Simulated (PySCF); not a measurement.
**Er⁺: excitation energy**

Er⁺ [Xe] 4f12 6s1 (high-spin determinant) → Er⁺ [Xe] 4f11 5d1 6s1 (high-spin determinant), as a difference of total energies. Computed with PySCF 2.14 in x2c-TZVPPall, with the spin-free X2C one-electron Hamiltonian (Gaussian nucleus). Correlated levels: valence: [Kr] 4d10 frozen; valence and next inner shell: [Ar] 3d10 frozen. The calculations carry no spin-orbit coupling.

```
                                method  excitation energy (eV)
                                   UHF                  -1.905
                                   LDA                   3.355
                                   PBE                   2.845
                                  PBE0                   1.801
                                r2SCAN                   1.563
                         MP2 (valence)                   2.597
                     SCS-MP2 (valence)                   2.183
    MP2 (valence and next inner shell)                   3.164
SCS-MP2 (valence and next inner shell)                   2.562
```

Q: How much does correlation contribute at MP2 (valence and next inner shell)?

A: 3.164 − (-1.905) = 5.069 eV, measured against UHF.

A first-order spin-orbit estimate (lowest level to lowest level, LS coupling) adds -0.059 eV.

The determinant of the upper state and of the lower state mixes LS terms, which raises its energy above the lowest term, most at the Hartree-Fock and MP2 levels.
